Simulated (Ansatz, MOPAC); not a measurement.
# BBr2Cl (SMILES ClB(Br)Br): methods side by side

BBr2Cl, singlet, SMILES `ClB(Br)Br`. Each level relaxes the structure for itself.

Each level gives the highest harmonic wavenumber at each level's own minimum (cm⁻¹). The values are calculated.

```csv
level,kind,program,value (cm⁻¹)
MNDO,semi-empirical,MOPAC,1045
PM6-D3,semi-empirical,MOPAC,906
PM6-DH+,semi-empirical,MOPAC,907
PM6-DH2X,semi-empirical,MOPAC,907
HF/STO-3G,Hartree–Fock,Ansatz,1050
HF/3-21G,Hartree–Fock,Ansatz,865
HF/6-31G* (Cartesian functions),Hartree–Fock,Ansatz,973
PBE/def2-SVP,GGA,Ansatz,917
PBE0-D4/def2-TZVP,global hybrid,Ansatz,938
B3LYP/6-31G* (Cartesian functions),global hybrid,Ansatz,915
```

All-electron rows without a relativistic Hamiltonian named are non-relativistic. Harmonic and unscaled. The values span 865 to 1050 cm⁻¹. Without the sets that lack polarisation functions the rows with a basis span only 915 to 973 cm⁻¹.
